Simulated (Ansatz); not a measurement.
`CSBO[SiH3]` + `CB[SiH2][AlH2]` → `[AlH2][BH]O[SiH3]` + `CB[SiH2]SC`  (redistribution)

Isolated molecules relaxed with PBE0-D4/def2-TZVP in Ansatz; ΔE leaves out vibrations. CCSD(T)/CBS is the MP2 limit (def2-TZVPP, def2-QZVPP) plus CCSD(T) − MP2 in def2-TZVPP, frozen cores. Functionals use def2-TZVPP. B3LYP here is the variant with VWN-RPA as its local correlation; programs differ in this. Each species was taken in one conformer, which may not be the lowest.

Task: Is it downhill or uphill in electronic energy at CCSD(T)/CBS, and by how much? (Estimate.)

Result: The calculation gave: Uphill: ΔE = +80.8 kJ/mol.

Task: What do these levels give: revPBE-D4, B3LYP-D4, r2SCAN0-D4, BHLYP-D4, CAM-B3LYP-D4, r2SCANh, CAM-B3LYP, LC-ωPBE, SCS-MP2/def2-TZVPP, CCSD/def2-TZVPP, HF/def2-QZVPP, MP2/CBS(def2)? (Best estimate.)

Result: The calculation gave: revPBE-D4 91.9, B3LYP-D4 82.7, r2SCAN0-D4 90.6, BHLYP-D4 78.2, CAM-B3LYP-D4 78.9, r2SCANh 93.0, CAM-B3LYP 78.6, LC-ωPBE 79.8, SCS-MP2/def2-TZVPP 77.2, CCSD/def2-TZVPP 80.2, HF/def2-QZVPP 65.1, MP2/CBS(def2) 80.2 kJ/mol.

Largest T1 diagnostic among the species: 0.014.

Leaving LDA and LC-ωPBE aside and taking each functional with its dispersion term where it has one, the values, not all of them listed here, spread over 19.1 kJ/mol, from ωB97X-V to B97M-V. LDA lies +9.2 kJ/mol from PBE without D4. In def2-TZVPP, CCSD(T) changes the Hartree–Fock value by +18.0 kJ/mol (the triples alone add +4.0 kJ/mol) and MP2 by +17.4 kJ/mol. From r2SCAN to r2SCAN0 (25 % exact exchange), in def2-TZVPP and without D4, ΔE moves by −4.2 kJ/mol.
